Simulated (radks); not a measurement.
Question: These are the eigenvalues of the occupied orbitals of an atom or ion with whole-number occupations (hartree). Calculated with a radial shooting solver on a logarithmic mesh with Libxc functionals: non-relativistic Kohn-Sham, PBE, spin-polarised, spherical densities, point nucleus.

orbital  eigenvalue
1s up     -131.2353
1s down   -131.2018
2s up     -15.21133
2s down   -15.18115
2p up     -12.63680
2p down   -12.59377
3s up      -3.34831
3s down    -3.15243
3p up      -2.69557

Which element is it, and in what charge state? The configuration may be excited. Open shells, if any, are filled with parallel spins first.

Answer: Z = 19, potassium, charge +4: K4+ in [Ne] 3s2 3p3. The list shows which subshells hold electrons but not how many an open one holds; the 1s level, -131.24 hartree, gives Z - s = 16.2 by -(Z - s)^2/2, which with screening narrows Z to a few neighbours, and the depths of the outer levels then fix element, charge and occupations together.
